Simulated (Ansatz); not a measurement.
Heat of formation of IBr (iodine monobromide) from total energies

The species is IBr (2 atoms), meant as a singlet with charge 0. SMILES: `BrI`. Geometry: relaxed at PBE0-D4/def2-TZVP.

```xyz
2

Br    0.0000    0.0000   -0.0029
I     0.0000    0.0000    2.4609
```

Total energies at r2SCAN/def2-TZVP (core potential) (Ansatz 0.2.0); the atoms run unrestricted:

| species | state | energy (Eh) |
| --- | --- | --- |
| IBr | singlet | -2871.968630 |
| Br | doublet | -2574.092584 |
| I | doublet | -297.795080 |

Harmonic wavenumbers at PBE0-D4/def2-TZVP, in cm⁻¹: 279.

Measured heats of formation of the gaseous atoms at 298.15 K, in kJ/mol: Br 111.9, I 106.8. Spin-orbit lowering of the atoms at 298 K (mean of the ground term's levels less their thermal mean, from spectra), in kJ/mol: Br 14.69, I 30.32. Take 1 Eh = 2625.50 kJ/mol, 1 cm⁻¹ = 0.0119627 kJ/mol, RT = 2.479 kJ/mol.

What heat of formation follows?


1. Electronic atomisation energy: (-2574.092584) + (-297.795080) − (-2871.968630) = 0.080966 Eh = 212.6 kJ/mol.
2. Zero-point energy: half the sum of the wavenumbers, 139.5 cm⁻¹ = 1.7 kJ/mol.
3. Thermal vibrational enthalpy, Σ hcν̃/(exp(hcν̃/kT) − 1): 1.2 kJ/mol. Translation, rotation and pV of a linear molecule: 3.5 RT = 8.7 kJ/mol.
4. The 2 free atoms carry 5/2 RT each: 12.4 kJ/mol.
5. Spin-orbit coupling lowers the free atoms by 14.69 + 30.32 = 45.0 kJ/mol.
6. Atomisation enthalpy at 298 K: 212.6 − 45.0 − 1.7 − 1.2 − 8.7 + 12.4 = 168.4 kJ/mol.
7. Sum of the atoms' heats of formation: 218.7 kJ/mol. Heat of formation: 218.7 − 168.4 = +50.3 kJ/mol.

The tabulated value is +40.8 kJ/mol (Active Thermochemical Tables), so this level is off by +9.5 kJ/mol, or 5.4 % of the atomisation enthalpy that the table implies (177.8 kJ/mol). Anharmonicity and any spin-orbit splitting of the molecule are left out.
